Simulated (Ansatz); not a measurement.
Start from `CNB(C)[SiH3]` and change one element to get `C[NH][Al]([CH3])[SiH3]`.

Ansatz, PBE0-D4/def2-TZVP geometries, multiplicity 1. Each molecule was computed in one conformer, which needn't be the lowest.

| property | `CNB(C)[SiH3]` |
| --- | --- |
| HOMO energy (ωB97M-V/def2-TZVPP) / eV | -9.68 |
| LUMO energy (PBE0/def2-TZVPP) / eV | -0.08 |
| size of the dipole moment (ωB97M-V/def2-TZVPP) / D | 2.56 |
| HOMO energy (PBE0/def2-TZVPP) / eV | -7.54 |
| LUMO energy (ωB97M-V/def2-TZVPP) / eV | 1.81 |
| LUMO energy (PBE/def2-TZVPP) / eV | -1.00 |

What does the change do to each property? (Estimate.)

Computed: 
```tsv
property	`C[NH][Al]([CH3])[SiH3]`	shift
HOMO energy (ωB97M-V/def2-TZVPP) / eV	-9.17	0.51
LUMO energy (PBE0/def2-TZVPP) / eV	-0.79	-0.71
size of the dipole moment (ωB97M-V/def2-TZVPP) / D	1.77	-0.79
HOMO energy (PBE0/def2-TZVPP) / eV	-6.82	0.72
LUMO energy (ωB97M-V/def2-TZVPP) / eV	0.85	-0.96
LUMO energy (PBE/def2-TZVPP) / eV	-1.53	-0.53
```

With PBE0 the HOMO rises by 0.72 eV and the LUMO falls by 0.71 eV, so the gap narrows by about 1.43 eV. PBE moves the HOMO by 0.78 eV and ωB97M-V by 0.51 eV. Dipoles are sizes alone; their direction can turn.
